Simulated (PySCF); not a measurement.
Compound: C2H7FGeO.
Atom-mapped SMILES: `[CH3:1][O:2][Ge@H:3]([CH3:4])[F:5]` (hydrogens: H6, H7, H8 on C1; H9 on Ge3; H10, H11, H12 on C4)

Theory: PBE0-D3(BJ)/def2-SVP geometry optimisation, gas phase (PySCF 2.14.0).

**Question.** Give the optimised bond lengths and angles.

**Answer.** 
| bond | length (Å) | order |
| --- | --- | --- |
| C1–O2 | 1.403 | single |
| O2–Ge3 | 1.765 | single |
| Ge3–C4 | 1.922 | single |
| Ge3–F5 | 1.748 | single |
| C1–H6, C1–H7, C1–H8 | 1.104 | single |
| Ge3–H9 | 1.539 | single |
| C4–H10, C4–H11, C4–H12 | 1.099 | single |

Bonds in one row agree within 0.01 Å and their mean is given. Orders are formal, as drawn. A selection of angles:
| angle | degrees |
| --- | --- |
| O2–C1–H6 | 112.6 |
| O2–C1–H7 | 108.6 |
| O2–C1–H8 | 112.0 |
| H6–C1–H7 | 107.6 |
| C1–O2–Ge3 | 120.7 |
| O2–Ge3–C4 | 107.1 |
| O2–Ge3–F5 | 106.6 |
| O2–Ge3–H9 | 109.8 |
| C4–Ge3–F5 | 109.1 |
| C4–Ge3–H9 | 118.7 |
| F5–Ge3–H9 | 104.8 |
| Ge3–C4–H10 | 110.5 |
| Ge3–C4–H11 | 109.2 |
| H10–C4–H11 | 109.3 |

Dihedral angles: C1–O2–Ge3–C4 179° (antiperiplanar).

Ge3 (germanium bonded to C, F, O and H) is distorted tetrahedral (angles from 104.8° to 118.7°). O2 (oxygen bonded to C and Ge) is bent (angle 120.7°).

Point group: C1 (no symmetry element, even within 0.4 Å). PBE0-D3(BJ)/def2-SVP frequencies: not computed here. The numbers are those of one conformer.
